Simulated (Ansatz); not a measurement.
Consider the ligand exchange at a B–C bond: `C=CBCl` + `[SiH3][SeH]` → `[SiH3][Se]BCl` + `C=C`.

Isolated molecules relaxed with PBE0-D4/def2-TZVP in Ansatz; ΔE leaves out vibrations. CCSD(T)/CBS is the MP2 limit (def2-TZVPP, def2-QZVPP) plus CCSD(T) − MP2 in def2-TZVPP, frozen cores. This one scheme is used for every species. DFT in def2-TZVPP. B3LYP here is the variant with VWN-RPA as its local correlation; programs differ in this. For Se outer-core shells are correlated without core-valence functions, which leaves a few kJ/mol of doubt a bond. Scalar relativity is left out up to krypton. One conformer a species, not always the lowest.

```csv
level,ΔE (kcal/mol),difference from CCSD(T)/CBS
PBE-D4,-10.8,0.3
B3LYP-D4,-9.6,1.5
ωB97X-V,-9.6,1.5
PBE,-10.3,0.8
PBE0,-9.9,1.2
B3LYP,-8.6,2.5
CCSD/def2-TZVPP,-10.1,1.0
HF/def2-QZVPP,-6.7,4.4
MP2/def2-QZVPP,-11.9,-0.8
HF/CBS(def2),-6.6,4.5
CCSD(T)/CBS,-11.1,0
```

Largest T1 diagnostic among the species: 0.012.

In def2-TZVPP, CCSD(T) changes the Hartree–Fock value by −3.8 kcal/mol (the triples alone add −0.6 kcal/mol) and MP2 by −4.9 kcal/mol. The D4 term adds −1.0 kcal/mol with B3LYP and −0.5 kcal/mol with PBE0; it sums over pairs of atoms, weighted by their polarisabilities, and B3LYP, whose exchange is more repulsive, gets the larger term.
